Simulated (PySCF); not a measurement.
methyl(silyloxy)silane (CH8OSi2), SMILES [SiH3]O[SiH2]C.

Coordinates come from a PBE0-D3(BJ)/def2-SVP optimisation. The values are those of a single conformer.

Two levels are set side by side: PBE/def2-TZVP (PySCF) and ωB97X/def2-TZVP (PySCF). Same geometry, gas phase. Differences are taken from unrounded values.

```tsv
quantity	ωB97X
orbital gap (eV)	12.98
highest occupied level (eV)	-10.94
lowest empty level (eV)	2.04
dipole moment (D)	0.64
mean polarisability (bohr³)	66.0
```

Task: What does PBE give, and how far is it from ωB97X? (An estimate is asked for; the answer gives what the named calculation found.)

Result: 
```csv
quantity,PBE,PBE minus ωB97X
orbital gap (eV),6.26,-6.72
highest occupied level (eV),-7.08,3.86
lowest empty level (eV),-0.82,-2.86
dipole moment (D),0.73,0.08
mean polarisability (bohr³),69.5,3.4
```

Without exact exchange PBE keeps part of each electron's self-repulsion, which lifts occupied levels and narrows the gap. PBE's more diffuse valence density responds more strongly to a field. Differences between two approximate levels are no errors against the true value.

Rough cost on one machine, each run with all the roots and properties that it gave: ωB97X against PBE within a factor of 2.
